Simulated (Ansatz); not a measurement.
# Relaxing a trial structure of CH2GaMgSi

The starting geometry of this gas-phase doublet was optimised with GFN2-xTB.

| atom | x (Å) | y (Å) | z (Å) |
| --- | --- | --- | --- |
| C | -1.7244 | 1.1376 | 0.5056 |
| Ga | -1.3295 | 3.1812 | -0.1260 |
| Mg | -3.3539 | 0.9954 | -2.6511 |
| Si | -3.2115 | 0.4769 | -0.1733 |
| H | -1.2138 | 0.7105 | 1.3722 |
| H | -3.2118 | 3.0826 | -1.8067 |

Task: Predict what it relaxes into with B3LYP-D3(BJ)/def2-SVP.

Result: A new bond forms, giving a structure with H6 bridging Ga2 and Mg3, given below by its coordinates. Distances that change by over a tenth: Mg3–Si4 (2.54 → 2.90 Å). Contacts that close: Ga2–H6 (2.53 → 1.75 Å).

The energy falls by 0.91 eV over 12 steps:

| step | E − E(last) (eV) |
| --- | --- |
| 1 | 0.913 |
| 2 | 0.474 |
| 3 | 0.207 |
| 5 | 0.079 |
| 6 | 0.024 |
| 7 | 0.019 |
| 8 | 0.001 |
| 10 | 0.000 |
| 11 | 0.000 |
| 12 | 0.000 |

Final geometry (Å):

| atom | x (Å) | y (Å) | z (Å) |
| --- | --- | --- | --- |
| C | -1.8431 | 1.1299 | 0.6402 |
| Ga | -1.6038 | 2.9248 | -0.3110 |
| Mg | -3.8445 | 1.4622 | -2.7220 |
| Si | -2.8969 | 0.1801 | -0.3009 |
| H | -1.2683 | 1.0856 | 1.5683 |
| H | -2.5884 | 2.8015 | -1.7539 |

Frequencies at the end are all real (lowest 95 cm⁻¹). Open shells are spin-unrestricted. Run with Ansatz 0.2.0, 74 s on 2 threads of Arm Neoverse V1, on a shared host.
